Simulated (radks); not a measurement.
The numbers below are computed, except where a source is named.
Question: The table gives one normalised radial function P(r) = r R(r) (large component) of Sn+ in [Kr] 4d10 5p3 (r in bohr). Level of theory: Dirac Kohn-Sham, PBE, spin-unpolarised, spherical densities, point nucleus; open shells fill j = l - 1/2 first (a radial shooting solver on a logarithmic mesh with Libxc functionals).

r           P
0.002398   0.1153
0.002769   0.1291
0.003198   0.1442
0.003693   0.1605
0.004265   0.1777
0.004926   0.1957
0.005735   0.2153
0.006623   0.2338
0.007649   0.2515
0.008833   0.2677
0.0102     0.2810
0.01178    0.2902
0.01361    0.2934
0.01571    0.2886
0.01829    0.2726
0.02113    0.2445
0.0244     0.2019
0.02818    0.1433
0.03254    0.0681
0.03758   -0.0223
0.0434    -0.1246
0.05013   -0.2322
0.05835   -0.3406
0.06739   -0.4247
0.07783   -0.4745
0.08989   -0.4739
0.1038    -0.4096
0.1199    -0.2756
0.1385    -0.0773
0.1599     0.1642
0.1861     0.4251
0.215      0.6258
0.2483     0.7272
0.2867     0.6869
0.3311     0.4873
0.3824     0.1466
0.4417    -0.2802
0.5101    -0.7116
0.5938    -1.0771
0.6858    -1.2693
0.792     -1.2849
0.9146    -1.1464
1.056     -0.9113
1.22      -0.6475
1.409     -0.4107
1.627     -0.2312
1.894     -0.1096
2.188     -0.0468
2.526     -0.0171
2.918     -0.0052
3.37      -0.0013
3.891     -0.0003
4.494     0.0000
5.19      0.0000
6.042     0.0000
6.978     0.0000
8.059     0.0000
9.307     0.0000

Which n and l does it have? It may be an empty orbital.

Answer: n = 4, l = 0: the number of nodes gives n - l - 1 = 3, the rise at small r points to l (this Dirac orbital starts as r^gamma with gamma = sqrt((l + 1)^2 - (Z/c)^2) = 0.93; the j = 1/2 orbital of l + 1 starts with the same power, but with a smaller coefficient, and then steepens), and the extent must fit the shell. The curve is that of 4s1/2. 4s1/2: eigenvalue -144.60 eV, 3 radial nodes at r = 0.0363, 0.145, 0.403 bohr, <r> = 0.818 bohr, 90 % of the charge inside 1.18 bohr.
